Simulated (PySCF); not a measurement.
C6H7PS.
Bonds: C1–P2 (aromatic), P2–C3 (aromatic), C3–C4, C4–C5, C5–C6, C3–C7 (aromatic), C7–S8 (aromatic), C1–S8 (aromatic), C4–C6. Hydrogens: H9 on C1; H10 on C4; H11, H12 on C5; H13, H14 on C6; H15 on C7.

Definitions: NICS(0) = −σiso at the ring centroid; NICS(1) = −σiso and NICS(1)zz = −σzz at ±1 Å along the ring normal z. Level: GIAO PBE0/pcSseg-1 (PySCF, non-relativistic, gas phase) on the GFN2-xTB geometry, one conformer.

Ring bond lengths (Å), with Mayer bond orders in brackets: C1–P2 1.701 (1.47), P2–C3 1.787 (1.10), C3–C7 1.357 (1.61), C7–S8 1.715 (1.16), S8–C1 1.714 (1.18); C4–C5 1.505 (0.93), C5–C6 1.491 (0.97), C6–C4 1.505 (0.94).

**Question.** Give the NICS values of each ring in ppm.

**Answer.** 
| ring | type | NICS(0) | NICS(1), two faces | NICS(1)zz, two faces | rms pucker (Å) | centre to ring atoms, mean (Å) |
| --- | --- | --- | --- | --- | --- | --- |
| C1–P2–C3–C7–S8 | 5-membered ring with P and S; formal bonds all aromatic | -11.2 | -11.1 / -11.1 | -24.8 / -24.8 | 0.00 | 1.40 |
| C4–C5–C6 | 3-membered carbocycle; formal bonds all single | -41.4 | -8.0 / -6.3 | -23.9 / -23.9 | 0.00 | 0.87 |

**Question.** What do they say, and how far can they be read as aromaticity?

**Answer.** 
- C1–P2–C3–C7–S8: mean NICS(1)zz -24.8 ppm, shielded.
- C4–C5–C6: mean NICS(1)zz -23.9 ppm, shielded. C4, C5, C6 have four or more neighbours, so the value isn't read as a sign of a π ring current. NICS(0) lies 34 ppm below the mean NICS(1).

**Question.** What does the geometric index give? Use HOMA with the parameters of Krygowski (1993).

**Answer.** 
- C1–P2–C3–C7–S8: HOMA 0.71; the largest term is that of P2–C3, α(R − Ropt)² = 0.95.

**Question.** What is the mean of the two in-plane components of NICS at the second NICS(1) probe listed for ring C4–C5–C6, 1 Å off the ring?

**Answer.** The isotropic value is a third of the trace: (3 × -6.3 − (-23.9))/2 = 2.5 ppm.

**Question.** List the ring angles and the Hirshfeld charges of the ring atoms.

**Answer.** 
- C1–P2–C3–C7–S8: C1 118.9° (-0.143 e), P2 93.0° (+0.071 e), C3 116.0° (-0.062 e), C7 117.8° (-0.090 e), S8 94.4° (+0.118 e); sum 540.0° against 540° for a flat convex ring.
- C4–C5–C6: C4 59.4° (-0.045 e), C5 60.3° (-0.089 e), C6 60.3° (-0.089 e); sum 180.0° against 180° for a flat convex ring.

**Question.** What are the shieldings of the ring atoms and their hydrogens in the same run (means over atoms taken as equivalent)?

**Answer.** 
| atoms | environment | σ isotropic (ppm) | principal values of the symmetric part, first atom (ppm) |
| --- | --- | --- | --- |
| C1 | aromatic CH next to a ring sulfur | 16.6 | -135.8, 34.5, 151.0 |
| P2 | phosphorus bonded to 2 C | 99.1 | -183.2, 90.6, 389.8 |
| C3 | substituted aromatic carbon | 6.8 | -69.9, -27.9, 118.1 |
| C4 | benzylic-type carbon | 167.5 | 128.8, 153.5, 220.1 |
| C5 (×2) | three-membered-ring carbon | 167.6 | 122.2, 173.4, 206.7 |
| C7 | aromatic CH next to a ring sulfur | 50.4 | -42.2, 63.3, 130.2 |
| S8 | thiophene-type sulfur | 181.5 | 30.4, 216.4, 297.6 |
| H9 | aromatic hydrogen | 23.08 | 21.4, 22.5, 25.3 |
| H10 | methine hydrogen | 29.52 | 21.2, 28.9, 38.5 |
| H11 (×2) | methylene hydrogen | 30.37 | 24.4, 26.3, 40.5 |
| H12 (×2) | methylene hydrogen | 30.82 | 24.4, 30.0, 38.2 |
| H15 | aromatic hydrogen | 23.93 | 20.7, 24.5, 26.6 |

Conformer computed: `[cH:1]1[p:2][c:3]([CH:4]2[CH2:5][CH2:6]2)[cH:7][s:8]1`: P2–C3–C4–C5 36°.
